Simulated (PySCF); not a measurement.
Computed magnetic data of one metal complex (SC-NEVPT2 in the d shell, PySCF, with spin-orbit coupling):

```tsv
T / K	χT / cm³ K mol⁻¹	μeff / μB
2	2.409	4.39
5	2.766	4.70
10	2.894	4.81
20	2.936	4.84
30	2.945	4.85
50	2.952	4.86
75	2.955	4.86
100	2.958	4.86
150	2.962	4.87
200	2.966	4.87
250	2.970	4.87
300	2.974	4.88
```

Powder magnetisation at 2 K: 1.01 μB at 0.5 T, 1.74 μB at 1 T, 2.52 μB at 2 T, 2.95 μB at 3 T, 3.46 μB at 5 T, 3.70 μB at 7 T.

Which of these complexes, all computed at model or optimised geometries, gave the data?
A. MnF3 (d4, trigonal planar)
B. [CrF5]3- (d4, square pyramidal)
C. [Fe(H2O)6]2+ (d6, octahedral)
D. [MnCl5]2- (d4, trigonal bipyramidal)

B. [CrF5]3- (d4, square pyramidal) has NEVPT2: 2S+1 = 5, 4.88 μB at 300 K, 4.81 μB at 10 K, 3.70 μB at 7 T. The others: [Fe(H2O)6]2+ (d6, octahedral) has NEVPT2: 2S+1 = 5, 5.29 μB at 300 K, 4.74 μB at 10 K, 2.82 μB at 7 T; MnF3 (d4, trigonal planar) has NEVPT2: 2S+1 = 5, 4.87 μB at 300 K, 4.68 μB at 10 K, 3.15 μB at 7 T; [MnCl5]2- (d4, trigonal bipyramidal) has NEVPT2: 2S+1 = 5, 4.88 μB at 300 K, 4.79 μB at 10 K, 3.54 μB at 7 T.
